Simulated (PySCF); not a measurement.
Mapped SMILES: `[CH3:1][O:2][CH2:3]/[C:4]([C:5]#[N:6])=[CH:7]\[CH2:8][OH:9]`. Each H is labelled by its parent atom.

[PySCF 2.14.0 with density-fitted response routines: shieldings: GIAO PBE0/pcSseg-1; structure optimised with GFN2-xTB; equivalent nuclei averaged; isolated molecule; one conformer; non-relativistic Hamiltonian]

Q: Predict the 2D correlation tables (HSQC, COSY, HMBC).

A: 

HSQC (one-bond C–H):
```tsv
δH	δC
7.51 (H(C7))	165.0 (C7)
4.33 (H(C8))	61.1 (C8)
4.14 (H(C3))	73.9 (C3)
3.61 (H(C1))	60.5 (C1)
```

COSY cross peaks (H two or three bonds apart, from the bond graph; peaks can be absent where the dihedral angle is near 90°):
```tsv
δH	δH
7.51 (H(C7))	4.33 (H(C8))
```

HMBC (two and three bonds, from the bond graph):
```tsv
δH	δC
7.51 (H(C7))	124.4 (C5), 121.6 (C4), 73.9 (C3), 61.1 (C8)
4.33 (H(C8))	165.0 (C7), 121.6 (C4)
4.14 (H(C3))	165.0 (C7), 124.4 (C5), 121.6 (C4), 60.5 (C1)
3.61 (H(C1))	73.9 (C3)
```

Scale: 1H, 13C vs TMS (reference shieldings calculated alike).

Short H···H contacts in this conformer between protons four or more bonds apart (candidates for NOE cross peaks, intensity ∝ r⁻⁶): H(C1)···H(C3) 2.41 Å, H(C3)···H(C8) 2.43 Å.

Exchangeable OH/NH protons stand at their gas-phase positions; hydrogen bonding in a real sample shifts them, mostly to higher δ. Shifts are as computed. Against solution values, carbons near 30 ppm lie about +3 ppm off and those near 130 ppm about +5 ppm. Of 1211 compounds with measured shifts, 218 miss one by over three times the rms of a fit or turn the order of signals round; such compounds aren't used in these exercises.
